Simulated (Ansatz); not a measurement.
Consider the ligand exchange at the Si–C bond: `CC(O)([SiH3])Cl` + `OB(O)S` → `OB(O)S[SiH3]` + `CC(O)Cl`.

Isolated molecules relaxed with PBE0-D4/def2-TZVP in Ansatz; ΔE leaves out vibrations. CCSD(T)/CBS adds triple-zeta CCSD(T) − MP2 to the extrapolated MP2 energy (def2 sets, frozen cores). DFT in def2-TZVPP. B3LYP here is the variant with VWN-RPA as its local correlation; programs differ in this. HSE06 is defined as in plane-wave codes. One conformer a species, not always the lowest.

`CC(O)([SiH3])Cl`:

Cartesian coordinates in Å:
```
C -0.264 -0.588 -1.367
C 0.102 0.397 -0.287
O 1.406 0.809 -0.517
Si -0.176 -0.234 1.494
Cl -1.036 1.846 -0.425
H -1.301 -0.907 -1.268
H 0.389 -1.460 -1.293
H -0.125 -0.128 -2.348
H 1.673 1.427 0.172
H 0.320 0.824 2.412
H 0.624 -1.472 1.693
H -1.612 -0.513 1.732
```

`OB(O)S`:

Z-matrix (Å, degrees):
```
B
O 1 1.357
S 1 1.829 2 115.3
O 1 1.365 2 119.2 3 180.0
H 2 0.961 1 112.0 3 -180.0
H 3 1.342 1 96.9 2 -180.0
H 4 0.957 1 115.3 2 -180.0
```

`OB(O)S[SiH3]`:

Z-matrix (Å, degrees):
```
Si
S 1 2.129
H 1 1.481 2 107.3
H 1 1.492 2 110.0 3 118.5
H 1 1.483 2 112.1 3 -121.1
B 2 1.856 1 102.2 3 -162.1
O 6 1.356 2 118.1 1 -161.9
O 6 1.354 2 125.0 1 19.4
H 7 0.959 6 113.9 2 5.3
H 8 0.960 6 114.7 2 6.0
```

`CC(O)Cl`:

Cartesian coordinates in Å:
```
C -0.868 0.045 -0.331
C 0.561 0.309 0.067
O 0.890 -0.168 1.314
Cl 1.656 -0.397 -1.210
H -1.086 0.474 -1.308
H -1.058 -1.030 -0.380
H -1.534 0.490 0.413
H 0.800 1.371 0.066
H 0.639 -1.096 1.369
```

```
             level  ΔE (kJ/mol)  difference from CCSD(T)/CBS
            PBE-D4        -74.2                         -2.1
          B3LYP-D4        -71.4                          0.7
        r2SCAN0-D4        -78.6                         -6.5
          HSE06-D4        -77.6                         -5.5
           ωB97M-V        -71.3                          0.8
           r2SCANh        -77.8                         -5.7
     CCSD/def2-SVP        -62.4                          9.7
    MP2/def2-TZVPP        -74.5                         -2.4
CCSD(T)/def2-TZVPP        -71.3                          0.8
      HF/CBS(def2)        -80.0                         -7.9
       CCSD(T)/CBS        -72.1                            0
```

Largest T1 diagnostic among the species: 0.013.

From BLYP to BHLYP (50 % exact exchange), in def2-TZVPP and without D4, ΔE moves by −4.9 kJ/mol. In def2-TZVPP, CCSD(T) changes the Hartree–Fock value by +8.7 kJ/mol (the triples alone add +0.5 kJ/mol) and MP2 by +5.4 kJ/mol.

CCSD(T)/CBS has its own doubt, a few kJ/mol and more with outer-core shells, so smaller differences from it don't rank the levels.
